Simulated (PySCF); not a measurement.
# Ir³⁺ (iridium, charge +3): LC-wPBE calculation

Configuration: [Xe] 4f14 5d6, high-spin 5D determinant. Calculation: PySCF 2.14, in aug-cc-pVTZ-PP with one added diffuse shell each of s, p, d, f, g type with ECP60MDF (7s7p6d4f3g, 113 functions); scalar relativity through the core potential.

```json
{"Total energy": "-102.3970 hartree", "One-electron energy": "-161.4462 hartree", "Hartree (Coulomb) energy": "68.6884 hartree", "Exchange-correlation energy": "-9.6392 hartree", "⟨S²⟩": "6.0013", "⟨L²⟩": "6.024", "Sum of ⟨r⟩": "18.26 bohr", "Sum of ⟨r²⟩": "27.44 bohr²", "Traceless quadrupole moment −½Σ⟨3z² − r²⟩ along its main axis": "0.598 e·bohr²", "Time after the integrals": "about 7 core-seconds"}
```

```
shell  electrons  mean orbital energy (hartree)  spread (hartree)  rms radius, mean of both spins (bohr)
 5s α          1                       -4.99173                 0                                   1.05
 5s β          1                       -4.89789                 0                                   1.05
 5p α          3                       -3.42369           0.05010                                   1.21
 5p β          3                       -3.29123           0.00991                                   1.21
 5d α          5                       -1.57311           0.06008                                   1.66
 5d β          1                       -1.46625                 0                                   1.66
```

Energies and moments cover only the electrons outside the core potential. Spin-orbit coupling, absent here, splits the open shell strongly.
